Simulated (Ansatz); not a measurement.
Geometry optimisation, UKS B3LYP-D4/def2-SVP (Ansatz).

input.yaml

```yaml
crystal:
  periodic: [false, false, false]
  atoms:
    - { symbol: H, position_ang: [-0.3607, 0.0454, 0.3562] }
    - { symbol: Si, position_ang: [0.4391, 1.6999, 0.0156] }
    - { symbol: O, position_ang: [0.7762, 1.7651, -1.5683] }
    - { symbol: Ge, position_ang: [-0.6983, -1.9083, 0.5792] }
    - { symbol: H, position_ang: [1.7507, 1.7835, 0.6219] }
    - { symbol: H, position_ang: [-0.5373, 2.7086, 0.4076] }
    - { symbol: H, position_ang: [0.1333, 1.6096, -2.2544] }
    - { symbol: H, position_ang: [0.3532, -2.2587, 1.6302] }
    - { symbol: H, position_ang: [-1.8028, -2.9429, 0.8866] }
    - { symbol: H, position_ang: [-0.0534, -2.5021, -0.6747] }
magnetization:
  spin_polarized: true
  initial_magnetization: 1
basis:
  gaussian: { orbitals: def2-SVP }
hamiltonian:
  xc: b3lyp
  dispersion: d4
relax:
  f_tol: 0.15
  max_steps: 25
  restrain:
    - { distance: [0, 3], at: 2.81, k: 30.0 }
    - { distance: [1, 0], at: 1.42, k: 30.0 }
output:
  orbitals: {}
```

Launched with:

```bash
$ ansatz run input.yaml --threads 4 --pin off --max-ram 5120MiB --backend cpu --events-out ev --progress --plain --runs-dir out
```

Question: Where does it end, and by what steps?

Answer: The forces met the threshold. The restraints hold the end off the free minimum. After 6 steps the energy has fallen by 0.688 eV (the restraints' own energy left out); H1 moved furthest, 0.48 Å. Joined: H1–Si2 (1.87 → 1.45 Å).

| step | energy less start (eV) | largest force component (eV/Å) | accepted |
| --- | --- | --- | --- |
| 0 | 0.0000 | 1.913 | yes |
| 1 | -0.3777 | 1.368 | yes |
| 2 | -0.4486 | 1.516 | yes |
| 3 | -0.6660 | 0.795 | yes |
| 4 | -0.6785 | 0.803 | yes |
| 5 | -0.6866 | 0.776 | yes |
| 6 | -0.6884 | 0.816 | yes |

```xyz
10
Properties=species:S:1:pos:R:3
H -0.109 0.458 0.363
Si 0.470 1.730 -0.023
O 0.807 1.789 -1.656
Ge -0.804 -2.255 0.623
H 1.767 1.919 0.676
H -0.482 2.806 0.394
H 0.081 1.649 -2.275
H 0.270 -2.237 1.739
H -1.866 -3.354 0.913
H -0.134 -2.503 -0.754
```

Run time: 24 s on 4 threads of Arm Neoverse N1 (shared host), peak memory 0.3 GiB.
